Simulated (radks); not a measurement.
Problem. The mean radii <r> (bohr) of the occupied orbitals of an atom or ion are listed with their occupations. Method: Dirac Kohn-Sham, BLYP, spin-unpolarised, spherical densities, point nucleus; computed with a radial shooting solver on a logarithmic mesh with Libxc functionals.

| orbital | occ. | <r> |
|---|---|---|
| 1s1/2 | 2 | 0.02274 |
| 2s1/2 | 2 | 0.09566 |
| 2p1/2 | 2 | 0.08002 |
| 2p3/2 | 4 | 0.08645 |
| 3s1/2 | 2 | 0.2368 |
| 3p1/2 | 2 | 0.2245 |
| 3p3/2 | 4 | 0.2346 |
| 3d3/2 | 1 | 0.2034 |
| 5s1/2 | 1 | 0.7400 |

Name the element and its charge. Open shells, if any, fill j = l - 1/2 first.

Solution. Z = 62, samarium, charge +42: Sm42+ in [Ar] 3d1 5s1. The 1s radius gives Z: for a bare nucleus <r> = (2 gamma + 1)/(2Z) with gamma = sqrt(1 - (Z/c)^2), 0.02245 bohr for Z = 62, and screening makes it slightly larger (0.02274 here). The occupations add up to 20, and the charge is Z minus that.
